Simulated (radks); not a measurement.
Coulomb parameter of the 4f shell of the praseodymium ion Pr+ in the model configuration [Xe] 4f2.5 6s1.5, as a second difference U = [E(n + 0.5) + E(n - 0.5) - 2 E(n)] / (0.5)^2 with all orbitals relaxed. "Bare": the charge of the atom changes with n. "Screened": the 6s shell takes up the change at fixed total charge, which measures U(4f,4f) + U(6s,6s) - 2 U(4f,6s). Calculated with a radial shooting solver on a logarithmic mesh with Libxc functionals: Dirac Kohn-Sham, LDA (Slater exchange, Perdew-Wang correlation), spin-unpolarised, spherical densities, point nucleus; open shells are shared between the two j in proportion to 2j + 1.

case,configuration,E - E(n) (eV)
start,[Xe] 4f2.5 6s1.5,0.000
bare +0.5,[Xe] 4f3 6s1.5,-3.691
bare -0.5,[Xe] 4f2 6s1.5,7.223
screened +0.5,[Xe] 4f3 6s1,-0.142
screened -0.5,[Xe] 4f2 6s2,1.656

U(bare) = 14.128 eV, U(screened by 6s) = 6.056 eV.
